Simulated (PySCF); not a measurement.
A calculated (M06-2X, PySCF 2.14, def2-SVP, no relativity, point nucleus) atom or ion has these occupied shells.

```json
{"shell": "1s α", "electrons": "1", "orbital energy (eV)": "-537.59", "rms radius, mean of both spins (bohr)": "0.231"}
{"shell": "1s β", "electrons": "1", "orbital energy (eV)": "-536.55", "rms radius, mean of both spins (bohr)": "0.231"}
{"shell": "2s α", "electrons": "1", "orbital energy (eV)": "-30.098", "rms radius, mean of both spins (bohr)": "1.28"}
{"shell": "2s β", "electrons": "1", "orbital energy (eV)": "-25.213", "rms radius, mean of both spins (bohr)": "1.28"}
{"shell": "2p α", "electrons": "3", "orbital energy (eV)": "-13.885", "rms radius, mean of both spins (bohr)": "1.37"}
{"shell": "2p β", "electrons": "1", "orbital energy (eV)": "-10.742", "rms radius, mean of both spins (bohr)": "1.37"}
```

Q: Name the element and its charge.

A: O (oxygen, neutral), in [He] 2s2 2p4, high-spin 3P determinant.
